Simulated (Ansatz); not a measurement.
Cost and result up the ladder for the cluster Ag3Pd (4 atoms). Total charge 0; doublet. Geometry: r2SCAN-D4/def2-SVP.

```tsv
atom	x (Å)	y (Å)	z (Å)
Pd1	0.8058	1.0114	-0.1941
Ag2	-0.9099	0.3386	-2.0930
Ag3	0.9241	-0.3211	2.0898
Ag4	-0.8200	-1.0289	0.1972
```

Ansatz on 4 threads of Arm Neoverse V2 on a shared host. Times are rough, and most runs start from the orbitals of an earlier one. PBE0-D4/def2-TZVP serves as the yardstick here, not as an exact answer. Binding counts from free atoms at the same level (Pd singlet, Ag doublet; other spins of the atoms weren't run), without zero-point energy or a counterpoise term.

In the def2 sets Ag, Pd take a core potential; there is no spin–orbit coupling. Correlated methods freeze no core orbitals; core or outer-core shells of Pd, Ag are correlated, in sets that lack core-valence functions. No other spin state of charge 0 was run. The structure comes from a short search, and lower isomers may exist.

Correlated methods converge slowly with the basis.

```csv
level,functions,wall time
revPBE-D4/def2-TZVP,160,3.8 s
PBE-D4/def2-TZVP (with forces),160,3.9 s
MP2/def2-TZVP,160,4.6 s
PBE0-D4/def2-TZVP,160,6.5 s
r2SCAN-D4/def2-TZVP,160,9 s
r2SCANh-D4/def2-TZVP,160,11 s
```

**Question.** Estimate what each level gives for the binding energy per atom (eV).

**Answer.** 
| level | binding energy per atom (eV) | difference from PBE0-D4/def2-TZVP (eV) |
| --- | --- | --- |
| revPBE-D4/def2-TZVP | 1.22 | 0.08 |
| PBE-D4/def2-TZVP (with forces) | 1.35 | 0.21 |
| MP2/def2-TZVP | 1.16 | 0.03 |
| PBE0-D4/def2-TZVP | 1.14 | 0.00 |
| r2SCAN-D4/def2-TZVP | 1.39 | 0.25 |
| r2SCANh-D4/def2-TZVP | 1.29 | 0.16 |
